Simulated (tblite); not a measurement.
Species: C₆H₁₄SeSi.
Numbering: `[CH3:1][CH2:2]/[CH:3]=[CH:4]/[SiH2:5][CH2:6][Se:7][CH3:8]` (hydrogens: H9, H10, H11 on C1; H12, H13 on C2; H14 on C3; H15 on C4; H16, H17 on Si5; H18, H19 on C6; H20, H21, H22 on C8)

Computed with GFN2-xTB (tblite), gas phase: L-BFGS steps from a force-field or distance-geometry start until the largest atomic force falls under 0.01 eV/Å.

The end geometry, which sets the zero of energy:
```
atom  x, y, z in Å
C1     -4.1721    0.0942    0.0107
C2     -3.0780   -0.4005    0.9564
C3     -1.7655    0.2506    0.6599
C4     -0.6355   -0.3871    0.3831
Si5     0.9997    0.4689    0.0420
C6      1.9379   -0.6113   -1.2210
Se7     3.5945    0.2132   -1.8791
C8      4.6216    0.1916   -0.2220
H9     -3.9165   -0.1418   -1.0200
H10    -4.2911    1.1720    0.0968
H11    -5.1223   -0.3783    0.2492
H12    -3.3638   -0.1591    1.9854
H13    -2.9825   -1.4855    0.8782
H14    -1.7793    1.3331    0.6750
H15    -0.6572   -1.4720    0.3745
H16     1.7888    0.5524    1.2819
H17     0.8110    1.8102   -0.5149
H18     2.2129   -1.5879   -0.8205
H19     1.3412   -0.7753   -2.1186
H20     4.5836   -0.8084    0.2039
H21     4.2153    0.9211    0.4736
H22     5.6470    0.4485   -0.4753
```

Problem. These geometries come from the run, each turned onto the end geometry. Order them by energy, lowest first.
A.
```
atom  x, y, z in Å
C1     -4.0712   -0.1752    0.2766
C2     -2.8071   -0.4522    1.0919
C3     -1.6534    0.3695    0.6072
C4     -0.5147   -0.1190    0.1304
Si5     0.9297    0.9057   -0.5034
C6      1.9633   -0.2748   -1.5960
Se7     3.8962    0.0535   -1.5996
C8      4.3032   -0.2549    0.2889
H9     -3.8972   -0.3981   -0.7732
H10    -4.3582    0.8700    0.3648
H11    -4.8961   -0.7945    0.6228
H12    -3.0063   -0.2103    2.1401
H13    -2.5614   -1.5140    1.0322
H14    -1.8097    1.4401    0.6458
H15    -0.4165   -1.1997    0.1066
H16     1.7487    1.4132    0.6052
H17     0.4681    2.0253   -1.3298
H18     1.8303   -1.3239   -1.3316
H19     1.6845   -0.1697   -2.6441
H20     3.6386   -1.0243    0.6720
H21     4.1814    0.6673    0.8509
H22     5.3377   -0.5855    0.3415
```
B.
```
atom  x, y, z in Å
C1     -4.1934    0.0066    0.0957
C2     -3.0256   -0.4257    0.9810
C3     -1.7697    0.3065    0.6338
C4     -0.6207   -0.2650    0.2968
Si5     0.9534    0.6671   -0.1252
C6      1.9487   -0.4967   -1.2632
Se7     3.6893    0.2420   -1.7975
C8      4.6289   -0.0110   -0.1076
H9     -3.9598   -0.1677   -0.9519
H10    -4.4062    1.0645    0.2311
H11    -5.0865   -0.5611    0.3450
H12    -3.2768   -0.2129    2.0250
H13    -2.8686   -1.5014    0.8802
H14    -1.8455    1.3859    0.6656
H15    -0.5893   -1.3499    0.2744
H16     1.7277    0.9564    1.0923
H17     0.6929    1.9172   -0.8394
H18     2.1540   -1.4648   -0.8057
H19     1.4160   -0.6751   -2.1970
H20     4.5759   -1.0613    0.1736
H21     4.1804    0.6158    0.6591
H22     5.6645    0.2791   -0.2669
```
C.
```
atom  x, y, z in Å
C1     -3.9809   -0.1399    0.2635
C2     -2.7001   -0.2916    1.1060
C3     -1.5204    0.4002    0.5226
C4     -0.4435   -0.3012    0.1676
Si5     0.9943    0.6407   -0.5202
C6      1.8816   -0.4207   -1.8126
Se7     3.8131   -0.0290   -1.5719
C8      4.0671   -0.0529    0.4040
H9     -3.7717   -0.1138   -0.8098
H10    -4.4904    0.7663    0.5515
H11    -4.5919   -0.9977    0.4774
H12    -2.9013    0.1065    2.0906
H13    -2.5014   -1.3633    1.2240
H14    -1.5290    1.4784    0.3760
H15    -0.4370   -1.3716    0.3171
H16     1.9495    0.9219    0.5408
H17     0.5052    1.8953   -1.0677
H18     1.7488   -1.4763   -1.6502
H19     1.5684   -0.1850   -2.8331
H20     3.2881   -0.6861    0.8015
H21     4.0045    0.9606    0.8086
H22     5.0367   -0.4923    0.6135
```
D.
```
atom  x, y, z in Å
C1     -4.1388   -0.1288    0.2612
C2     -2.8755   -0.4128    1.0729
C3     -1.7067    0.3660    0.5616
C4     -0.5711   -0.1621    0.1232
Si5     0.9102    0.8430   -0.4451
C6      1.9960   -0.3238   -1.4956
Se7     3.8628    0.2755   -1.6090
C8      4.4217   -0.2400    0.1859
H9     -3.9966   -0.4325   -0.7736
H10    -4.3706    0.9337    0.2788
H11    -4.9850   -0.6761    0.6707
H12    -3.0521   -0.1345    2.1166
H13    -2.6479   -1.4799    1.0440
H14    -1.8357    1.4409    0.5579
H15    -0.4846   -1.2440    0.1331
H16     1.6591    1.3248    0.7259
H17     0.5413    1.9966   -1.2705
H18     2.0252   -1.3485   -1.1235
H19     1.6437   -0.3534   -2.5267
H20     4.2423   -1.3051    0.3210
H21     3.8677    0.3361    0.9229
H22     5.4843   -0.0266    0.2677
```
E.
```
atom  x, y, z in Å
C1     -4.1603   -0.0453    0.1627
C2     -2.9627   -0.4348    1.0281
C3     -1.7390    0.3186    0.6177
C4     -0.5887   -0.2277    0.2449
Si5     0.9187    0.7629   -0.2761
C6      1.9645   -0.4077   -1.3632
Se7     3.7741    0.2656   -1.7238
C8      4.5525   -0.1294    0.0194
H9     -3.9512   -0.2435   -0.8863
H10    -4.3739    1.0153    0.2777
H11    -5.0412   -0.6142    0.4523
H12    -3.1962   -0.1986    2.0709
H13    -2.7813   -1.5090    0.9534
H14    -1.8439    1.3966    0.6187
H15    -0.5164   -1.3107    0.2485
H16     1.6792    1.1938    0.9071
H17     0.5536    1.9450   -1.0624
H18     2.0912   -1.4007   -0.9300
H19     1.5057   -0.5294   -2.3446
H20     4.4503   -1.1940    0.2233
H21     4.0491    0.4585    0.7836
H22     5.6056    0.1373   -0.0226
```

Solution. B (0.004 eV), E (0.010 eV), D (0.018 eV), A (0.050 eV), C (0.504 eV).

In the order of the answer:

| step | E above end (eV) | largest force (eV/Å) | rms force component (eV/Å) | rms distance from end (Å) | rms bond change (Å) | bond most changed (Å) |
| --- | --- | --- | --- | --- | --- | --- |
| 171 | 0.004 | 0.03 | 0.011 | 0.213 | 0.001 | Si5–H17 -0.001 |
| 155 | 0.010 | 0.04 | 0.013 | 0.364 | 0.001 | Si5–H17 +0.001 |
| 93 | 0.018 | 0.03 | 0.009 | 0.541 | 0.001 | C4–Si5 +0.001 |
| 35 | 0.050 | 0.08 | 0.023 | 0.662 | 0.002 | Se7–C8 +0.007 |
| 2 | 0.504 | 0.73 | 0.236 | 0.736 | 0.015 | Se7–C8 +0.043 |

What follows is the cost of the whole relaxation. Time: 1.7 s of wall time. Hardware: an Arm Neoverse V2 with one thread, shared host.
